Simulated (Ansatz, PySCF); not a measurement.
Species: SiI (charge 0, doublet). SMILES: [Si]I
Structure (B3LYP-D3(BJ)/def2-TZVP (Ansatz, a quantum-chemistry and plane-wave program) minimum search):
```
Si
I 1 2.4688
```
Charge 0, spin multiplicity 2.

Unscaled harmonic wavenumbers (cm⁻¹) in rising order, each level at the stationary point that it reaches from this structure (no distance between atoms moves by over 0.3 Å); the order of modes can differ between levels, and a negative number is imaginary. B3LYP-D3(BJ)/def2-TZVP (PySCF, at the structure above): 344.

HF/3-21G (Ansatz): 280. Zero-point energy 0.4 against 0.5 kcal/mol.

HF/6-31G* with LANL2DZ past Ar (Ansatz): 329. Zero-point energy 0.5 against 0.5 kcal/mol.
